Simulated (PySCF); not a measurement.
C2H6N2OSi.

```xyz
12

C     -1.8610    -1.2204     0.1427
Si    -0.7992     0.1480    -0.5557
N     -1.4278     1.6765    -0.0659
N      0.8318    -0.1492    -0.0062
C      1.9583    -0.3012     0.3710
O      3.0621    -0.4537     0.7434
H     -1.8781    -1.1740     1.2441
H     -1.4643    -2.2071    -0.1432
H     -2.8965    -1.1378    -0.2228
H     -0.7347     0.1485    -2.0394
H     -1.0768     2.5296    -0.4912
H     -1.6701     1.8377     0.9076
```
Charge 0, spin multiplicity 1.

The structure is a stationary point at B3LYP-D3(BJ)/def2-SVP. The structure was generated by enumeration; whether it is a known compound was not checked. The values are those of a single conformer.

Computed with PySCF with KT2/pcSseg-1. Non-relativistic, no solvent.

Computed absolute GIAO shielding of each atom: isotropic value and principal components (ppm):
```csv
atom,σ(iso),σ11,σ22,σ33,span
C1,183.4,172.8,185.0,192.3,19.5
Si2,399.3,369.1,384.7,444.3,75.2
N3,229.6,216.1,218.9,253.8,37.7
N4,207.1,136.4,156.1,328.8,192.5
C5,66.8,-35.8,-32.5,268.6,304.4
O6,199.0,116.7,118.4,362.0,245.3
H7,30.9,27.4,28.9,36.3,8.9
H8,30.9,26.7,28.6,37.4,10.6
H9,30.9,26.6,28.2,38.1,11.5
H10,26.3,22.9,24.3,31.6,8.7
H11,30.2,23.8,25.8,40.9,17.1
H12,30.4,24.3,27.1,39.8,15.4
```
